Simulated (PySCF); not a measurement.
# Dipole response of Sb²⁺ (antimony, charge +2)

[Kr] 4d10 5s2 5p1, 2P determinant. All numbers are calculated (PySCF 2.14, scalar relativity by spin-free X2C-1e, in aug-cc-pwCVTZ-DK3 with one added diffuse shell each of s, p, d, f type (11s10p8d5f1g, 125 functions)). Coupled (time-dependent) response in atomic units; α is the mean over directions.

```
method  mean α (bohr³)         α xx, yy, zz  C₆ (like pair)  S(−4)
revPBE           15.77  15.47, 16.35, 15.47           99.66  74.63
```

S(−4) is the Cauchy moment in α(ω) = α(0) + S(−4) ω² + …

Spin-orbit coupling is absent.

α(iu) at revPBE:

```tsv
u (hartree)	α(iu) (bohr³)
0	15.77
0.0500	15.58
0.100	15.06
0.200	13.32
0.300	11.27
0.500	7.843
0.750	5.300
1.00	3.902
1.50	2.502
2.00	1.807
3.00	1.102
5.00	0.5372
```

A single London oscillator, α(iu) = α/(1 + u²/ω²), gives C₆ = (3/4) ω α². Matching the computed C₆ needs ω = 4 × 99.66 / (3 × 15.77²) = 0.534 hartree.

For an ion, C₆ is the dispersion term alone; charge-induced terms of lower order in 1/R come first.

The components differ because the open shell of this determinant is not spherical; for a pure term their mean is the scalar polarisability.
